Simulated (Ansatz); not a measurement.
Correlation energies of CH2BNTe, SMILES `B1N=C[Te]1` by basis set

```xyz
6

B     0.282   -0.111   -0.925
N     1.049    0.312    0.223
C    -0.010    0.103    0.916
Te   -1.316   -1.336   -0.024
H     0.292    0.379   -2.008
H    -0.296    0.653    1.818
```

Total charge 0; spin multiplicity 1. Correlated methods include outer-core shells of Te, which these sets cover unevenly. Te: def2 effective core potential. All single points use the PBE0-D4/def2-TZVP geometry. Frozen core, restricted reference, the Gaussian-basis code of Ansatz.

```csv
basis,HF (Eh),MP2 corr.
def2-SVP,-385.01304,-0.49037
def2-TZVPP,-385.16257,-0.91431
def2-QZVPP,-385.16962,-1.10312
```

**Question.** Estimate the CCSD correlation energy and the (T) correction in each basis where they were run (hartree).

**Answer.** 
```json
{"basis": "def2-SVP", "CCSD corr.": "-0.51312", "(T)": "-0.02375"}
{"basis": "def2-TZVPP", "CCSD corr.": "-0.89671", "(T)": "-0.03871"}
```
